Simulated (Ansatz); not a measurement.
Geometry optimisation, RKS BLYP-D4/def2-SVP in Ansatz 0.2.0.

Input:

```yaml
crystal:
  periodic: [false, false, false]
  atoms:
    - { symbol: Zn, position_ang: [-0.335395, -0.03765, 0.038903] }
    - { symbol: O, position_ang: [-0.352258, 0.287903, 1.807983] }
    - { symbol: H, position_ang: [-0.901858, -0.347071, 2.315576] }
    - { symbol: O, position_ang: [-0.397951, -0.125467, -1.743908] }
    - { symbol: H, position_ang: [0.354291, -0.658671, -2.075143] }
    - { symbol: Br, position_ang: [2.943686, -0.955324, 1.259655] }
    - { symbol: H, position_ang: [1.732485, -0.388821, 1.970633] }
basis:
  gaussian: { orbitals: def2-SVP }
hamiltonian:
  xc: blyp
  dispersion: d4
relax:
  f_tol: 0.03
  max_steps: 50
```

Command:

```bash
$ ansatz run input.yaml --threads 2 --pin off --max-ram 3072MiB --backend cpu --events-out ev --progress --plain --runs-dir out
```

**Question.** Where does it end, and by what steps?

**Answer.** The run converged. The force dipped under the threshold on the way, but the program's further checks kept it going. After 34 steps the energy has fallen by 1.481 eV; H7 moved furthest, 2.04 Å. Parted: Br6–H7 (1.51 → 4.27 Å). Joined: Zn1–Br6 (3.62 → 2.28 Å), O2–H7 (2.20 → 0.98 Å).

| step | energy less start (eV) | largest force component (eV/Å) | accepted |
| --- | --- | --- | --- |
| 0 | 0.0000 | 0.924 | yes |
| 2 | -0.1955 | 0.851 | yes |
| 4 | -0.3157 | 0.574 | yes |
| 6 | -0.7344 | 0.969 | yes |
| 8 | -1.2012 | 0.903 | yes |
| 10 | -1.3298 | 0.677 | yes |
| 12 | -1.3565 | 0.196 | yes |
| 14 | -1.3714 | 0.026 | yes |
| 16 | -1.3758 | 0.129 | yes |
| 18 | -1.3807 | 0.177 | yes |
| 20 | -1.3823 | 0.600 | no |
| 22 | -1.3894 | 0.271 | yes |
| 24 | -1.3954 | 0.181 | yes |
| 26 | -1.4127 | 0.306 | yes |
| 28 | -1.4523 | 0.738 | yes |
| 30 | -1.4768 | 0.134 | yes |
| 32 | -1.4804 | 0.038 | yes |
| 34 | -1.4811 | 0.020 | yes |

```xyz
7
Properties=species:S:1:pos:R:3
Zn 1.296 -0.483 0.133
O 0.012 0.221 1.759
H -0.671 0.157 1.026
O -0.384 -0.462 -0.632
H -0.475 -0.351 -1.596
Br 3.517 -0.860 0.460
H -0.253 -0.447 2.423
```

Run time: 83 s on 2 threads of Arm Neoverse V1, on a shared host, peak memory 0.15 GiB.
